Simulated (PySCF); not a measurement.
Calculation: B3LYP-D3(BJ)/def2-TZVP (PySCF 2.14.0). All species are isolated molecules in the gas phase. One relaxed conformer stands for a flexible species; it need not be the lowest. B3LYP has the VWN-RPA correlation part, as in Gaussian. Delta-SCF ions had no search for a lower state. 

Reference species (SMILES): `B` (neutral, multiplicity 1).

```json
{
 "vertical ionisation energy (Delta-SCF)": "13.14 eV",
 "HOMO–LUMO gap": "7.52 eV"
}
```

Changed species: `B(O)(O)O` (0 of 3 OH replaced by H; the reference has 3 of 3 OH replaced by H).

Question: Predict the effect on the vertical ionisation energy (Delta-SCF) and HOMO–LUMO gap.

Answer: the vertical ionisation energy (Delta-SCF) falls by 1.24 eV, to 11.90 eV; the HOMO–LUMO gap increases by 1.69 eV, to 9.21 eV.
